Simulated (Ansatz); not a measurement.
Reaction (silylene formation by 1,1-elimination): `C[Si](O)(O)[SiH3]` → `O[SiH3]` + `C[Si]O`

Gas-phase electronic energies from Ansatz, PBE0-D4/def2-TZVP geometries. CCSD(T)/CBS adds triple-zeta CCSD(T) − MP2 to the extrapolated MP2 energy (def2 sets, frozen cores). This one scheme is used for every species. DFT in def2-TZVPP. B3LYP here is the variant with VWN-RPA as its local correlation; programs differ in this. One conformer a species, not always the lowest.

```csv
level,ΔE (kJ/mol)
r2SCAN-D4,225.4
B3LYP,183.3
r2SCAN0,225.4
HF/def2-QZVPP,184.8
```

Question: What does CCSD(T)/CBS give? (Best estimate.)

Answer: Computed: +205.5 kJ/mol. The listed levels differ from it by 19.9, -22.2, 19.9, -20.7 kJ/mol.

Largest T1 diagnostic among the species: 0.014.

In def2-TZVPP, CCSD(T) changes the Hartree–Fock value by +15.4 kJ/mol (the triples alone add +2.8 kJ/mol) and MP2 by +23.7 kJ/mol. At CCSD(T), def2-SVP lies −14.7 kJ/mol from the extrapolated value and def2-TZVPP −4.3 kJ/mol.

CCSD(T)/CBS has its own doubt, a few kJ/mol and more with outer-core shells, so smaller differences from it don't rank the levels.
